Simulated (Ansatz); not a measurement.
Job for Ansatz (an electronic-structure program): R-CCSD(T)/aug-cc-pV(D+d)Z on CH2ClN (a complex), monomers drawn apart or pushed together. Files ending in .json are basis or fitting sets from the Basis Set Exchange.

Ansatz 0.2 input:
```yaml
crystal:
  periodic: [false, false, false]
  atoms:
    - {symbol: Cl, position_ang: [-0.34072141, -1.53255421, -0.63115343]}
    - {symbol: H, position_ang: [-0.27153273, -0.80216449, 0.43500010]}
    - {symbol: C, position_ang: [-0.05944420, 1.45526752, 3.72008622]}
    - {symbol: N, position_ang: [-0.11976575, 0.80672056, 2.77978270]}
    - {symbol: H, position_ang: [-0.00305133, 2.05985096, 4.59777905]}
basis:
  gaussian:
    orbitals: aug-cc-pV_D+d_Z.json
magnetization: {spin_polarized: false}
correlation: {method: ccsd_t, electrons: outside_noble_gas}
scf: {lower_state_search: off}
```

**Question.** What total energy does the run end on?

**Answer.** -553.4872 hartree (reference determinant -552.9870, T1 diagnostic 0.011).

**Question.** How many basis functions does it have, and what does it roughly cost on one machine?

**Answer.** 96 functions; around 7 core-seconds (rough).
